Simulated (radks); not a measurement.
Question: These are the eigenvalues of the occupied orbitals of an atom or ion with whole-number occupations (eV). All-electron calculation, Dirac Kohn-Sham, LB94 model potential, spin-unpolarised, spherical densities, finite nucleus; Fermi nuclear charge, rms radius of each element as measured or else 0.836 A^(1/3) + 0.57 fm. Program: a radial shooting solver on a logarithmic mesh with Libxc functionals.

orbital  eigenvalue
1s1/2     -76564.70
2s1/2     -13667.03
2p1/2     -13121.19
2p3/2     -11480.05
3s1/2     -3443.634
3p1/2     -3195.495
3p3/2     -2836.256
3d3/2     -2417.812
3d5/2     -2339.891
4s1/2     -976.3870
4p1/2     -871.4997
4p3/2     -786.6594
4d3/2     -613.2903
4d5/2     -597.3703
5s1/2     -389.2791
4f5/2     -375.3994
4f7/2     -372.0279

Which element is it, and in what charge state? The configuration may be excited. Open shells, if any, fill j = l - 1/2 first.

Answer: Z = 77, iridium, charge +15: Ir15+ in [Kr] 4d10 4f14 5s2. The list shows which subshells hold electrons but not how many an open one holds; the 1s level, -2813.7 hartree, gives Z - s = 75.0 by -(Z - s)^2/2, which with screening and relativity narrows Z to a few neighbours, and the depths of the outer levels then fix element, charge and occupations together.
